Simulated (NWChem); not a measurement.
**Ionisation of C2H4I**

```xyz
7

C     -2.4097     0.2533     0.5955
C     -1.0564     0.8511     0.6016
I      0.5665    -0.1668    -0.1831
H     -3.0753     0.8282     1.2593
H     -2.8676     0.2586    -0.4132
H     -2.4017    -0.7942     0.9366
H     -0.8830     1.9205     0.7401
```
Charge 0, spin multiplicity 2.

Program: NWChem. All single points use one geometry, from UPBE0/def2-SVP with def2 effective core potentials on I, a minimum by its harmonic frequencies.

Basis set: def2-SVPD. The species with one electron less has spin multiplicity 1 and keeps the geometry of the parent. Δ marks differences of total energies (open shells unrestricted). −ε marks an orbital energy of the parent. That orbital need not have the symmetry of the hole or added electron in the Δ rows. That singlet is a closed-shell solution.

Effective core potentials replace the inner electrons of I; spin-orbit coupling is left out. B3LYP has NWChem's definition, with VWN1-RPA local correlation. The structure started from a generated list of species. The stability of the SCF solutions was not checked. Open-shell Hartree-Fock references start from PBE0 orbitals.

Order these methods by the first vertical ionisation energy they give, lowest first: −ε(alpha HOMO) of B3LYP, −ε(alpha HOMO) of HF, G0W0@HF, ΔB3LYP, −ε(alpha HOMO) of TPSS.

−ε(alpha HOMO) of TPSS (4.76 eV), −ε(alpha HOMO) of B3LYP (5.61 eV), ΔB3LYP (7.90 eV), G0W0@HF (8.32 eV), −ε(alpha HOMO) of HF (8.93 eV)
